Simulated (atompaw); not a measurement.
## What the settings do to the PAW (atompaw) potential of germanium (Ge)

Base potential:

| Quantity | Value |
| --- | --- |
| Element | germanium (Ge) |
| Generator | atompaw 4.2.0.5 |
| Type | PAW |
| Functional | PBE |
| Relativity | scalar-relativistic |
| Frozen core | [Ar] |
| Valence charge | 14 |
| Reference configuration | 3d10 4s2 4p0 (charge +2) |
| Partial waves | 4s (bound): rc 1.95 bohr; 4s channel at 0.2 Ry: rc 1.35 bohr; 4p (bound, empty): rc 1.95 bohr; 4p channel at -0.8 Ry: rc 1.95 bohr; 3d (bound): rc 0.70 bohr; 3d channel at -3.1 Ry: rc 0.70 bohr |
| Local potential | troulliermartins scheme with l = 3 at 0 Ry, radius 1.85 bohr |
| Core correction | smooth core density matched at 1.35 bohr |
| Augmentation charge | sinc compensation charge, radius 1.40 bohr; PAW radius 1.95 bohr; waves and projectors: custom rrkj gramschmidtortho |

All-electron outer shells of the reference configuration (PBE, scalar-relativistic, ld1.x):

```csv
shell,level (eV),outermost node (bohr),outermost maximum (bohr)
3p,-135.57,0.23,0.54
3d,-49.19,–,0.50
4s,-29.25,0.77,1.66
4p,-19.81,0.81,1.98
```

Cutoffs, loose and tight: the cutoffs (Ry, on a coarse ladder) from which the occupation-weighted sum of valence levels, in a spherical-Bessel basis at the reference potential, stays within 10 and 1 mRy of its value at 400 Ry. They see the waves, projectors and local potential, not the compensation charge or the core. A dash means not determined.

```tsv
change	outcome	cutoff, loose	cutoff, tight	bound ghosts
base	generated	over 300 Ry	over 300 Ry	none
all radii scaled by about 0.78 (s 1.52, p 1.52, d 0.54 bohr); local potential troulliermartins scheme with l = 3 at 0 Ry, radius 1.44 bohr; augmentation sinc compensation charge, radius 1.08 bohr; PAW radius 1.52 bohr; waves and projectors: custom rrkj gramschmidtortho; core correction smooth core density matched at 1.04 bohr	failed: atompaw: The overlap operator has at least one negative eigenvalue!	–	–	–
all radii scaled by about 0.84 (s 1.64, p 1.64, d 0.58 bohr); local potential troulliermartins scheme with l = 3 at 0 Ry, radius 1.56 bohr; augmentation sinc compensation charge, radius 1.18 bohr; PAW radius 1.64 bohr; waves and projectors: custom rrkj gramschmidtortho; core correction smooth core density matched at 1.14 bohr	failed: atompaw: The overlap operator has at least one negative eigenvalue!	–	–	–
all radii scaled by about 0.90 (s 1.76, p 1.76, d 0.64 bohr); local potential troulliermartins scheme with l = 3 at 0 Ry, radius 1.66 bohr; augmentation sinc compensation charge, radius 1.26 bohr; PAW radius 1.76 bohr; waves and projectors: custom rrkj gramschmidtortho; core correction smooth core density matched at 1.22 bohr	failed: atompaw: The overlap operator has at least one negative eigenvalue!	–	–	–
all radii scaled by about 0.97 (s 1.88, p 1.88, d 0.68 bohr); local potential troulliermartins scheme with l = 3 at 0 Ry, radius 1.78 bohr; augmentation sinc compensation charge, radius 1.34 bohr; PAW radius 1.88 bohr; waves and projectors: custom rrkj gramschmidtortho; core correction smooth core density matched at 1.30 bohr	failed: atompaw: The overlap operator has at least one negative eigenvalue!	–	–	–
all radii scaled by about 1.07 (s 2.08, p 2.08, d 0.76 bohr); local potential troulliermartins scheme with l = 3 at 0 Ry, radius 1.98 bohr; augmentation sinc compensation charge, radius 1.50 bohr; PAW radius 2.08 bohr; waves and projectors: custom rrkj gramschmidtortho; core correction smooth core density matched at 1.44 bohr	generated	300 Ry	over 300 Ry	none
all radii scaled by about 1.15 (s 2.24, p 2.24, d 0.80 bohr); local potential troulliermartins scheme with l = 3 at 0 Ry, radius 2.12 bohr; augmentation sinc compensation charge, radius 1.62 bohr; PAW radius 2.24 bohr; waves and projectors: custom rrkj gramschmidtortho; core correction smooth core density matched at 1.56 bohr	generated	260 Ry	over 300 Ry	none
all radii scaled by about 1.23 (s 2.40, p 2.40, d 0.86 bohr); local potential troulliermartins scheme with l = 3 at 0 Ry, radius 2.28 bohr; augmentation sinc compensation charge, radius 1.72 bohr; PAW radius 2.40 bohr; waves and projectors: custom rrkj gramschmidtortho; core correction smooth core density matched at 1.66 bohr	generated	230 Ry	over 300 Ry	none
all radii scaled by about 1.29 (s 2.52, p 2.52, d 0.90 bohr); local potential troulliermartins scheme with l = 3 at 0 Ry, radius 2.38 bohr; augmentation sinc compensation charge, radius 1.80 bohr; PAW radius 2.52 bohr; waves and projectors: custom rrkj gramschmidtortho; core correction smooth core density matched at 1.74 bohr	generated	200 Ry	300 Ry	none
```

Reading the sweep of the scale of all radii (base = 1) (base included, trends over the rows without a ghost): The loose cutoff falls from 300 Ry at 1.07 to 200 Ry at 1.29. A larger radius leaves more room for a smooth pseudo-wave, so fewer plane waves are needed; a smaller one forces it to follow the all-electron wave where it bends sharply. The generation fails at 0.78, 0.84, 0.9, 0.97.
